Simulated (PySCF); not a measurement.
In(Cl)(Me)2 (C2H6ClIn), SMILES [In]([Cl])([CH3])[CH3].

Geometry: B3LYP-D3(BJ)/def2-SVP. The structure was generated by enumeration; whether it is a known compound was not checked. The def2 effective core potentials stand for the cores of In; spin–orbit coupling is left out.

The numbers are results of M06-2X/def2-TZVP (PySCF), not measurements.

Gas-phase values at a fixed geometry.

Problem. Estimate the frontier levels, gap, dipole moment and polarisability. (An estimate is asked for; the answer gives what the named calculation found.)

Solution. 
* **highest occupied level**: -8.70 eV
* **lowest empty level**: -0.87 eV
* **orbital gap**: 7.83 eV
* **dipole moment**: 3.90 D
* **quadrupole, principal values (traceless, Buckingham form, about the centre of nuclear charge)**: -8.04, 0.50, 7.54 D·Å
* **mean static polarisability**: 74.0 bohr³ (10.96 Å³)
* **polarisability, principal values**: 53.4, 79.6, 88.9 bohr³
